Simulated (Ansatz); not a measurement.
One change: `[OH][In]([Cl])[Cl]` becomes `[Cl][In]([Cl])[SeH]`.

Ansatz, PBE0-D4/def2-TZVP geometries, multiplicity 1. Each molecule was computed in one conformer, which needn't be the lowest.

Elements past krypton have def2 core potentials. Scalar relativity is left out up to krypton.

```csv
property,`[OH][In]([Cl])[Cl]`
"ideal-gas entropy at 298 K and 1 bar (rigid rotor, harmonic PBE0-D4/def2-TZVP) / J/(mol·K)",352
HOMO energy (ωB97M-V/def2-TZVPP) / eV,-11.51
HOMO–LUMO gap (ωB97M-V/def2-TZVPP) / eV,10.92
LUMO energy (PBE0/def2-TZVPP) / eV,-2.56
LUMO energy (PBE/def2-TZVPP) / eV,-3.45
zero-point energy (PBE0-D4/def2-TZVP) / kJ/mol,40.3
```

(1) Give the same properties after the change, and the shifts. (Estimate.)

## Answers

(1) Computed: 
| property | `[Cl][In]([Cl])[SeH]` | shift |
| --- | --- | --- |
| ideal-gas entropy at 298 K and 1 bar (rigid rotor, harmonic PBE0-D4/def2-TZVP) / J/(mol·K) | 379 | 27 |
| HOMO energy (ωB97M-V/def2-TZVPP) / eV | -10.06 | 1.45 |
| HOMO–LUMO gap (ωB97M-V/def2-TZVPP) / eV | 9.45 | -1.47 |
| LUMO energy (PBE0/def2-TZVPP) / eV | -2.51 | 0.05 |
| LUMO energy (PBE/def2-TZVPP) / eV | -3.34 | 0.11 |
| zero-point energy (PBE0-D4/def2-TZVP) / kJ/mol | 27.0 | -13.3 |

With PBE0 the HOMO rises by 1.32 eV and the LUMO rises by 0.05 eV, so the gap narrows by about 1.27 eV. PBE moves the HOMO by 0.87 eV and ωB97M-V by 1.45 eV.

Spin–orbit coupling is left out; it splits and shifts lone-pair levels of the heavy atoms by tenths of an eV.
